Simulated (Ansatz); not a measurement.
Program: Ansatz. Geometries: PBE0-D4/def2-TZVP. ΔE: electronic, gas phase. CCSD(T)/CBS is the MP2 limit (def2-TZVPP, def2-QZVPP) plus CCSD(T) − MP2 in def2-TZVPP, frozen cores. This one scheme is used for every species. Double bonds are as drawn, so ΔE can hold a change between cis and trans. Triplets are unrestricted, without spin–orbit coupling.

`C/C([SiH3])=C\F` → `F/C=C/[SiH3]` + `[CH2]` (triplet)  (formal loss of a carbene)

| level | ΔE (eV) |
| --- | --- |
| HF/def2-TZVPP | 3.01 |
| CCSD/def2-TZVPP | 4.34 |

Q: What does CCSD(T)/CBS give? (Best estimate.)

A: Ansatz gave: +4.58 eV. The listed levels differ from it by -1.57, -0.24 eV.

Largest T1 diagnostic among the species: 0.012.

In def2-TZVPP, CCSD(T) changes the Hartree–Fock value by +1.46 eV (the triples alone add +0.12 eV) and MP2 by +1.61 eV. From PBE to PBE0 (25 % exact exchange), in def2-TZVPP and without D4, ΔE moves by −0.08 eV. The D4 term adds +0.13 eV with B3LYP and +0.07 eV with PBE0; it sums over pairs of atoms, weighted by their polarisabilities, and B3LYP, whose exchange is more repulsive, gets the larger term.

B3LYP here is the variant with VWN-RPA as its local correlation; programs differ in this.
